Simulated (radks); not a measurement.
Coulomb parameter of the 5d shell of neutral tungsten in the model configuration [Xe] 4f14 5d3 6s2 6p1, as a second difference U = [E(n + 0.25) + E(n - 0.25) - 2 E(n)] / (0.25)^2 with all orbitals relaxed. "Bare": the charge of the atom changes with n. "Screened": the 6p shell takes up the change at fixed total charge, which measures U(5d,5d) + U(6p,6p) - 2 U(5d,6p). Calculated with a radial shooting solver on a logarithmic mesh with Libxc functionals: scalar-relativistic Kohn-Sham, PBE, spin-unpolarised, spherical densities, finite nucleus; Fermi nuclear charge, rms radius 5.3658 fm.

case                          configuration  E - E(n) (eV)
start                 [Xe] 4f14 5d3 6s2 6p1          0.000
bare +0.25         [Xe] 4f14 5d3.25 6s2 6p1         -1.580
bare -0.25         [Xe] 4f14 5d2.75 6s2 6p1          2.100
screened +0.25  [Xe] 4f14 5d3.25 6s2 6p0.75         -1.179
screened -0.25  [Xe] 4f14 5d2.75 6s2 6p1.25          1.299

U(bare) = 8.310 eV, U(screened by 6p) = 1.916 eV, against the Slater integral F0(5d,5d) = 12.832 eV with frozen orbitals. The step up makes a negative ion, whose loosely bound charge lowers the bare value.
